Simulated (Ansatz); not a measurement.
**GeH4OSn: where a starting geometry ends**

The starting geometry of this gas-phase singlet was optimised with GFN2-xTB.

```xyz
7

Ge    0.0586   -1.1401    1.4134
O     0.5001   -1.5628   -0.3570
Sn    0.1247    0.7940   -0.9581
H    -1.0011    0.6280    0.6689
H    -1.3375    0.1809   -1.9035
H    -0.0669   -2.2076   -0.7792
H     1.3462   -0.0536    1.4249
```

**Question.** Predict what it relaxes into with BLYP-D3(BJ)/def2-SVP.

**Answer.** New bonds form, giving a structure with H4 bridging Ge1 and Sn3, given below by its coordinates. Contacts that close: Ge1–H4 (2.19 → 1.77 Å), O2–Sn3 (2.46 → 2.27 Å).

The energy falls by 0.47 eV over 10 steps:

```
step  E − E(last) (eV)
   1             0.471
   2             0.216
   3             0.194
   4             0.068
   5             0.016
   6             0.007
   7             0.001
   8             0.000
   9             0.000
  10             0.000
```

Final geometry (Å):

```yaml
atoms:
  - { symbol: Ge, position_ang: [-0.0996, -0.9629, 1.4064] }
  - { symbol: O, position_ang: [0.5846, -1.4064, -0.4576] }
  - { symbol: Sn, position_ang: [0.1111, 0.6796, -1.2061] }
  - { symbol: H, position_ang: [-0.7142, 0.5242, 0.6734] }
  - { symbol: H, position_ang: [-1.5029, 0.0526, -1.7805] }
  - { symbol: H, position_ang: [-0.0479, -2.0393, -0.8556] }
  - { symbol: H, position_ang: [1.2930, -0.2089, 1.7294] }
```

Frequencies at the end are all real (lowest 165 cm⁻¹). Atoms past krypton carry core potentials, without spin–orbit terms. Run with Ansatz 0.2.0, 16 s on 2 threads of Intel(R) Xeon(R) Platinum 8259CL CPU @ 2.50GHz (Skylake/Cascade Lake) (shared host).
